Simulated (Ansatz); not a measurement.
C₂H₈AlNO (`C[N](C)[AlH][OH]`). Total charge 0; spin multiplicity 1. All single points use the PBE0-D4/def2-TZVP geometry. It is one conformer, not always the lowest.

```xyz
13

C    -0.595   -0.269    1.513
N    -0.065   -0.040    0.190
C     1.141   -0.790   -0.054
Al   -0.849    1.051   -0.965
O    -0.229    1.317   -2.521
H     0.123    0.021    2.294
H    -1.508    0.312    1.670
H    -0.842   -1.328    1.674
H     1.936   -0.525    0.658
H     1.524   -0.600   -1.060
H     0.973   -1.873    0.037
H    -2.166    1.803   -0.547
H     0.557    0.920   -2.890
```

**Question.** What is the dipole moment at PBE/def2-TZVPP? (Best estimate.)

**Answer.** The calculation gave: 2.01 D, with components (1.39, -1.30, 0.65) D in this frame, pointing from negative to positive charge.

**Question.** And with r2SCAN, B3LYP, ωB97M-V? (An estimate is asked.)

**Answer.** Computed: r2SCAN 2.05 D, B3LYP 2.02 D, ωB97M-V 2.01 D.

**Question.** Give the Mulliken charges with PBE, ωB97M-V, r2SCAN in def2-TZVPP. (An estimate is asked.)

**Answer.** Computed: 
```
atom    PBE  ωB97M-V  r2SCAN
  C1  -0.18    -0.24   -0.05
  N2  -0.17    -0.26   -0.27
  C3  -0.17    -0.22   -0.03
 Al4   0.39     0.48    0.53
  O5  -0.38    -0.41   -0.45
  H6   0.08     0.11    0.04
  H7   0.09     0.10    0.05
  H8   0.08     0.11    0.04
  H9   0.08     0.11    0.04
 H10   0.06     0.08    0.02
 H11   0.08     0.11    0.04
 H12  -0.12    -0.11   -0.15
 H13   0.16     0.15    0.18
```

B3LYP here is the variant with VWN-RPA as its local correlation; programs differ in this.
